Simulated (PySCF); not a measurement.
C₂H₃F₃Si₂.

```xyz
10

Si     0.0000     0.0000     3.4729
C      0.0000     0.0000     1.6271
C      0.0000     0.0000     0.4046
Si     0.0000     0.0000    -1.3940
F     -0.9626     1.1371    -1.9678
F     -0.5034    -1.4022    -1.9678
F      1.4661     0.2651    -1.9678
H      0.9599    -1.0360     3.9452
H      0.4172     1.3493     3.9452
H     -1.3771    -0.3133     3.9452
```
Charge 0, spin multiplicity 1.

The structure is a stationary point at PBE0-D3(BJ)/def2-SVP. The structure was generated by enumeration, and PubChem lists no compound with its InChIKey, so it may never have been made.

Method: PBE/pcSseg-1 (PySCF). Non-relativistic, no solvent.

### Question
Give the absolute GIAO shielding of each atom: isotropic value and principal components (ppm). (An estimate is asked for; the answer gives what the named calculation found.)

### Answer

```json
[
 {"atom": "Si1", "σ(iso)": "434.0", "σ11": "426.9", "σ22": "426.9", "σ33": "448.1", "span": "21.2"},
 {"atom": "C2", "σ(iso)": "69.2", "σ11": "-30.2", "σ22": "-30.2", "σ33": "268.1", "span": "298.3"},
 {"atom": "C3", "σ(iso)": "77.0", "σ11": "-15.4", "σ22": "-15.4", "σ33": "261.7", "span": "277.1"},
 {"atom": "Si4", "σ(iso)": "421.8", "σ11": "419.3", "σ22": "423.1", "σ33": "423.1", "span": "3.8"},
 {"atom": "F5", "σ(iso)": "296.4", "σ11": "238.7", "σ22": "261.1", "σ33": "389.4", "span": "150.7"},
 {"atom": "F6", "σ(iso)": "296.4", "σ11": "238.7", "σ22": "261.1", "σ33": "389.4", "span": "150.7"},
 {"atom": "F7", "σ(iso)": "296.4", "σ11": "238.7", "σ22": "261.1", "σ33": "389.4", "span": "150.7"},
 {"atom": "H8", "σ(iso)": "26.9", "σ11": "23.6", "σ22": "25.5", "σ33": "31.7", "span": "8.1"},
 {"atom": "H9", "σ(iso)": "26.9", "σ11": "23.6", "σ22": "25.5", "σ33": "31.7", "span": "8.1"},
 {"atom": "H10", "σ(iso)": "26.9", "σ11": "23.6", "σ22": "25.5", "σ33": "31.7", "span": "8.1"}
]
```
